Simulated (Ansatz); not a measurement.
Input and output for C2H6BBrO.

```yaml
crystal:
  periodic: [false, false, false]
  atoms:
    - {symbol: B, position_ang: [-0.970986, 1.078412, -0.484160]}
    - {symbol: C, position_ang: [-0.208242, -0.251078, -0.179760]}
    - {symbol: C, position_ang: [0.752393, -0.424076, 0.938885]}
    - {symbol: O, position_ang: [-0.477951, -1.319862, -0.881406]}
    - {symbol: Br, position_ang: [0.807333, 1.478667, -1.578355]}
    - {symbol: H, position_ang: [-1.014713, 1.852574, 0.429018]}
    - {symbol: H, position_ang: [-1.888157, 0.996711, -1.245297]}
    - {symbol: H, position_ang: [1.123247, 0.535708, 1.287546]}
    - {symbol: H, position_ang: [1.594330, -1.071843, 0.675788]}
    - {symbol: H, position_ang: [0.197037, -0.898763, 1.757901]}
    - {symbol: H, position_ang: [0.151109, -2.033348, -0.699660]}
basis:
  gaussian: {orbitals: def2-TZVPD}
magnetization: {spin_polarized: true, initial_magnetization: 0}
hamiltonian: {xc: {name: HF}, dispersion: d4}
accuracy: high
output: {forces: true}
```

```sh
$ ansatz run in.yaml --threads 4 --pin off --events-out ev --progress --plain --max-ram 10444MiB
```

It prints (some lines left out):

```
Functional definition: HF
4231 factors; integrals over basis functions are off by at most 4.7e-9 eV
mean field evaluation 1: about -74862.4884 eV, gradient 2.3e1 eV
mean field evaluation 2: about -74862.4928 eV, gradient 2.3e1 eV
mean field evaluation 4: about -74865.3410 eV, gradient 3.2e0 eV
mean field evaluation 8: about -74865.3987 eV, gradient 4.9e-4 eV
mean field -74865.39873980 eV, -2751.2526580979 hartree, gradient 2.7e-8 eV, S^2 0.000000; 0 other end points of the search recorded, 0 dependent functions left out
reference -74865.39873980 eV, -2751.2526580979 hartree; 33, 33 occupied and 229, 229 virtual orbitals, 4231 factors
Total energy: -74866.27992400 eV, -2751.2850410199 hartree
Atom 0 at    -0.970986     1.078412    -0.484160 Å, force    -0.420561     0.350458     0.063797 eV/Å
Atom 1 at    -0.208242    -0.251078    -0.179760 Å, force    -0.495237    -1.335086    -0.144929 eV/Å
Atom 2 at     0.752393    -0.424076     0.938885 Å, force     0.361367     0.037929     0.399093 eV/Å
Atom 3 at    -0.477951    -1.319862    -0.881406 Å, force     1.126734    -0.019669     0.795252 eV/Å
Atom 4 at     0.807333     1.478667    -1.578355 Å, force     0.463721     0.323388    -0.439844 eV/Å
Atom 5 at    -1.014713     1.852574     0.429018 Å, force    -0.025742    -0.139655    -0.094937 eV/Å
Atom 6 at    -1.888157     0.996711    -1.245297 Å, force     0.109637    -0.020297     0.146327 eV/Å
Atom 7 at     1.123247     0.535708     1.287546 Å, force    -0.132070    -0.329359    -0.146825 eV/Å
Atom 8 at     1.594330    -1.071843     0.675788 Å, force    -0.289082     0.226304     0.027585 eV/Å
Atom 9 at     0.197037    -0.898763     1.757901 Å, force     0.099481     0.129897    -0.296581 eV/Å
Atom 10 at     0.151109    -2.033348    -0.699660 Å, force    -0.798247     0.776090    -0.308939 eV/Å
Dipole moment:     0.273974    -0.978988     0.678183 e Å
```

Run time 16 s (4 threads of an Intel Xeon 6975P-C on a shared host); peak host memory 2.3 GiB.
